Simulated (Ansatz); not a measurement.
Basis-set extrapolation for C$_{2}$H$_{8}$BNO (`COB(C)N`) (PBE0-D4/def2-TZVP geometry, frozen core, Ansatz). Multiplicity 1, RHF reference.

```csv
,def2-TZVPP,def2-QZVPP
HF,-234.587977,-234.599504
MP2 correlation,-0.902758,-0.965991
CCSD(T) correlation,-0.979362,not run
```

Energies in hartree. Use E(X) = E(∞) + A·exp(−7.88·√X) for Hartree–Fock and E(X) = E(∞) + B·X^(−2.97) for correlation, with X = 3 and 4, and add CCSD(T) minus MP2 of the smaller set to the MP2 limit.

Problem. What is the CCSD(T) energy at the basis-set limit?

Solution. HF limit: -234.599504 + (-0.011527) × 0.13774 = -234.60109. MP2 limit: -0.965991 + (-0.063233) × 0.74074 = -1.01283. Higher-order term: -0.979362 − (-0.902758) = -0.07660. Total: -235.69052 hartree, 3.35 eV below CCSD(T)/def2-TZVPP.
